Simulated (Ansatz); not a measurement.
The cluster Ca4O3⁺. Charge 1, multiplicity 2. Geometry PBE0-D4/def2-SVP.

Cartesian coordinates in Å:
```
Ca 0.8689 -0.6625 2.6241
Ca -1.1061 0.8828 -3.3665
Ca 1.6216 0.0603 -0.9181
Ca -1.8572 0.0910 0.2358
O 2.0165 -0.3886 0.9556
O -0.5001 0.3796 -1.4988
O -1.0436 -0.3625 1.9678
```

Another isomer (doublet) lies 1.68 eV lower at PBE0-D4/def2-TZVP; other spin states weren't run for this one.

(1) Estimate the α-spin orbital energies around the gap (eV) in Ansatz with PBE-D4/def2-TZVP, r2SCAN-D4/def2-TZVP, PBE0-D4/def2-TZVP, r2SCAN0-D4/def2-TZVP.

Answers

(1) 
```json
{"orbital": "HOMO−5", "PBE-D4/def2-TZVP": "-8.03", "r2SCAN-D4/def2-TZVP": "-8.12", "PBE0-D4/def2-TZVP": "-9.25", "r2SCAN0-D4/def2-TZVP": "-9.36"}
{"orbital": "HOMO−4", "PBE-D4/def2-TZVP": "-7.94", "r2SCAN-D4/def2-TZVP": "-8.05", "PBE0-D4/def2-TZVP": "-9.21", "r2SCAN0-D4/def2-TZVP": "-9.31"}
{"orbital": "HOMO−3", "PBE-D4/def2-TZVP": "-7.92", "r2SCAN-D4/def2-TZVP": "-8.01", "PBE0-D4/def2-TZVP": "-9.10", "r2SCAN0-D4/def2-TZVP": "-9.22"}
{"orbital": "HOMO−2", "PBE-D4/def2-TZVP": "-7.83", "r2SCAN-D4/def2-TZVP": "-7.94", "PBE0-D4/def2-TZVP": "-8.98", "r2SCAN0-D4/def2-TZVP": "-9.09"}
{"orbital": "HOMO−1", "PBE-D4/def2-TZVP": "-7.51", "r2SCAN-D4/def2-TZVP": "-7.59", "PBE0-D4/def2-TZVP": "-8.65", "r2SCAN0-D4/def2-TZVP": "-8.76"}
{"orbital": "HOMO", "PBE-D4/def2-TZVP": "-6.59", "r2SCAN-D4/def2-TZVP": "-6.68", "PBE0-D4/def2-TZVP": "-7.18", "r2SCAN0-D4/def2-TZVP": "-7.26"}
{"orbital": "LUMO", "PBE-D4/def2-TZVP": "-5.08", "r2SCAN-D4/def2-TZVP": "-4.95", "PBE0-D4/def2-TZVP": "-4.61", "r2SCAN0-D4/def2-TZVP": "-4.54"}
{"orbital": "LUMO+1", "PBE-D4/def2-TZVP": "-4.81", "r2SCAN-D4/def2-TZVP": "-4.46", "PBE0-D4/def2-TZVP": "-4.24", "r2SCAN0-D4/def2-TZVP": "-4.05"}
{"orbital": "LUMO+2", "PBE-D4/def2-TZVP": "-4.42", "r2SCAN-D4/def2-TZVP": "-4.28", "PBE0-D4/def2-TZVP": "-3.89", "r2SCAN0-D4/def2-TZVP": "-3.86"}
{"orbital": "LUMO+3", "PBE-D4/def2-TZVP": "-4.39", "r2SCAN-D4/def2-TZVP": "-4.17", "PBE0-D4/def2-TZVP": "-3.50", "r2SCAN0-D4/def2-TZVP": "-3.30"}
{"orbital": "LUMO+4", "PBE-D4/def2-TZVP": "-4.38", "r2SCAN-D4/def2-TZVP": "-4.08", "PBE0-D4/def2-TZVP": "-3.42", "r2SCAN0-D4/def2-TZVP": "-3.30"}
{"orbital": "LUMO+5", "PBE-D4/def2-TZVP": "-4.05", "r2SCAN-D4/def2-TZVP": "-3.67", "PBE0-D4/def2-TZVP": "-3.32", "r2SCAN0-D4/def2-TZVP": "-3.07"}
{"orbital": "β HOMO", "PBE-D4/def2-TZVP": "-7.50", "r2SCAN-D4/def2-TZVP": "-7.59", "PBE0-D4/def2-TZVP": "-8.65", "r2SCAN0-D4/def2-TZVP": "-8.76"}
{"orbital": "β LUMO", "PBE-D4/def2-TZVP": "-5.86", "r2SCAN-D4/def2-TZVP": "-5.42", "PBE0-D4/def2-TZVP": "-5.22", "r2SCAN0-D4/def2-TZVP": "-5.14"}
```
